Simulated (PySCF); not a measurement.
# r2SCAN on O(2+) (oxygen, charge +2)

Configuration: [He] 2s2 2p2, high-spin 3P determinant. All numbers are calculated (PySCF 2.14, no relativity, point nucleus, in aug-cc-pVDZ).

| Quantity | Value |
| --- | --- |
| Total energy | -73.2300 hartree |
| One-electron energy | -92.5291 hartree |
| Hartree (Coulomb) energy | 26.7608 hartree |
| Exchange-correlation energy | -7.4617 hartree |
| Kinetic energy | 72.70527 hartree |
| ⟨S²⟩ | 2.0029 |
| ⟨L²⟩ | 2.005 |
| Sum of ⟨r⟩ | 4.456 bohr |
| Sum of ⟨r²⟩ | 5.123 bohr² |
| Traceless quadrupole moment −½Σ⟨3z² − r²⟩ along its main axis | 0.467 e·bohr² |
| Density at the nucleus (Gaussians lack the cusp) | 300 bohr⁻³ |
| Spin density at the nucleus | 0.229 bohr⁻³ |
| Langevin diamagnetic susceptibility | -4.06 ×10⁻⁶ cm³/mol |
| Time after the integrals | 0.17 s of wall time on 1 thread of Neoverse-V2 (shared host) |

| shell | electrons | mean orbital energy (eV) | rms radius, mean of both spins (bohr) |
| --- | --- | --- | --- |
| 1s α | 1 | -563.95 | 0.231 |
| 1s β | 1 | -561.85 | 0.231 |
| 2s α | 1 | -61.299 | 1.14 |
| 2s β | 1 | -55.742 | 1.14 |
| 2p α | 2 | -46.112 | 1.10 |
